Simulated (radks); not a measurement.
Rh, 45 electrons, occupied as [Kr] 4d8 5s1. Calculated with a radial shooting solver on a logarithmic mesh with Libxc functionals: Dirac Kohn-Sham, PBE, spin-unpolarised, spherical densities, point nucleus; open shells are shared between the two j in proportion to 2j + 1.

Radial electron density D(r) = 4 pi r^2 rho(r):

```
   r/bohr * D(r) (the largest magnitude, 70.2, reaches the edge; | marks zero)
 0.002004 |  *
 0.002695 |    *
 0.003594 |      *
 0.004833 |           *
 0.006445 |                *
 0.008666 |                        *
  0.01156 |                                *
  0.01554 |                                        *
  0.02073 |                                            *
  0.02786 |                                           *
  0.03716 |                                       *
  0.04997 |                                      *
  0.06718 |                                             *
   0.0896 |                                                      *
   0.1205 |                                                    *
   0.1607 |                                        *
    0.216 |                                    *
   0.2881 |                                           *
   0.3874 |                                     *
   0.5167 |                  *
   0.6946 |          *
   0.9265 |           *
    1.246 |        *
    1.661 |    *
    2.234 | *
    3.003 |*
    4.005 *
    5.385 *
    7.182 *
    9.656 *
```

D(r) has 4 maxima, at r = 0.0230, 0.101, 0.307, 0.926 bohr, and minima at 0.0458, 0.199, 0.711 bohr, inside which lie 2.04, 11.13, 29.08 electrons.
